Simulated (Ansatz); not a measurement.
`C[CH2][InH][F]` + `OC(=S)[O][GeH3]` → `O[C](=S)[InH][F]` + `CC[O][GeH3]`  (redistribution)

Computed with Ansatz on PBE0-D4/def2-TZVP structures; ΔE is electronic, products minus reactants. CCSD(T)/CBS adds triple-zeta CCSD(T) − MP2 to the extrapolated MP2 energy (def2 sets, frozen cores). Functionals use def2-TZVPP. Elements past krypton have def2 core potentials. For Ge, In outer-core shells are correlated without core-valence functions, which leaves a few kJ/mol of doubt a bond. Scalar relativity is left out up to krypton. One conformer a species, not always the lowest.

Problem. Is it downhill or uphill in electronic energy at CCSD(T)/CBS, and by how much? (Best estimate.)

Solution. Computed: Uphill: ΔE = +65.3 kJ/mol.

Problem. What do these levels give: PBE-D4, r2SCAN-D4, ωB97X-V, r2SCAN, HF/CBS(def2), CCSD/CBS(def2)? (Best estimate.)

Solution. Computed: PBE-D4 58.6, r2SCAN-D4 66.4, ωB97X-V 73.1, r2SCAN 66.2, HF/CBS(def2) 87.8, CCSD/CBS(def2) 70.4 kJ/mol.

Largest T1 diagnostic among the species: 0.019.

In def2-TZVPP, CCSD(T) changes the Hartree–Fock value by −23.3 kJ/mol (the triples alone add −5.1 kJ/mol) and MP2 by −18.2 kJ/mol. From PBE to PBE0 (25 % exact exchange), in def2-TZVPP and without D4, ΔE moves by +11.5 kJ/mol.
